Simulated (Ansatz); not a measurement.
`F[SiH2]N[SiH3]` + `CC(=O)Cl` → `[SiH3]N[SiH2]Cl` + `CC(=O)F` at 400 K and 1 bar (formal exchange of groups at the Si–F bond).

Computed with Ansatz on PBE0-D4/def2-TZVP structures; ΔE is electronic, products minus reactants. CCSD(T)/CBS adds triple-zeta CCSD(T) − MP2 to the extrapolated MP2 energy (def2 sets, frozen cores). This one scheme is used for every species. Each species was taken in one conformer, which may not be the lowest.

```tsv
species	CCSD(T)/CBS energy (Eh)	H − E (kJ/mol)	S (J/(mol·K))
`F[SiH2]N[SiH3]`	-736.37696	194.2	372.8
`CC(=O)Cl`	-612.86293	146.7	315.4
`[SiH3]N[SiH2]Cl`	-1096.34659	192.1	387.8
`CC(=O)F`	-252.88233	149.8	302.2
```

H − E and S are ideal-gas, rigid-rotor, harmonic terms from PBE0-D4/def2-TZVP, for one conformer and one mirror image of each species. 1 Eh = 2625.50 kJ/mol, R = 8.31446 J/(mol·K).

**Question.** By hand: ΔE, ΔH, ΔS and ΔG.

**Answer.** ΔE = (-1096.34659) + (-252.88233) − (-736.37696) − (-612.86293) = 0.01097 Eh = 28.8 kJ/mol. Δ(H − E) = 192.1 + 149.8 − 194.2 − 146.7 = 1.0, so ΔH = 29.8 kJ/mol. ΔS = 387.8 + 302.2 − 372.8 − 315.4 = 1.8 J/(mol·K). ΔG = 29.8 − 400 × (1.8)/1000 = 29.1 kJ/mol.

**Question.** By hand: the equilibrium constant, and the temperature at which ΔG would vanish if ΔH and ΔS stayed fixed.

**Answer.** log₁₀ K = −ΔG/(RT ln 10) = -3.8. ΔG = 0 at ΔH/ΔS = 16556 K, far beyond where these terms or the molecules hold.

The number of gas molecules stays the same, so ΔS is small and ΔH decides. A doubt of 5 kJ/mol in ΔE shifts log₁₀ K by 0.7 here. Other conformers and mirror images would add mixing entropy, several J/(mol·K) or more a flexible species. Modes under 60 cm⁻¹, often nearly free rotors, make the harmonic entropy too high. These are equilibria of isolated gas molecules and say nothing of rates. Largest T1 diagnostic: 0.014 (customary marks: 0.02 for closed shells, 0.045 for open ones).
